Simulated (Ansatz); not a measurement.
A structure relaxed at PBE0/def2-SVP in Ansatz, charge 0, singlet:

```xyz
6

Rb    0.4622   -4.4532   -2.1293
Rb    1.4550   -2.7412    2.2006
Rb   -2.8965    2.0588   -3.4476
Rb    0.9001    0.1597   -1.4700
Rb    1.7228    1.6923    3.8759
Rb   -1.6435    3.2835    0.9704
```

Q: Give its formula and point group.

A: the cluster Rb6. Point group Cs (tolerance 0.1 Å).

Q: Summarise the bond lengths by kind (pairs closer than 1.2 times the sum of covalent radii, bridged metal pairs left out).

A: 8 × Rb–Rb 4.68 to 4.76 Å.

In the def2 sets Rb takes a core potential; there is no spin–orbit coupling. The restricted singlet is unstable towards broken spin symmetry in Hartree–Fock (as tested in another run); at PBE0/def2-SVP this wasn't settled. Another isomer (singlet) lies 0.10 eV lower at PBE0/def2-TZVP; other spin states weren't run for this one.
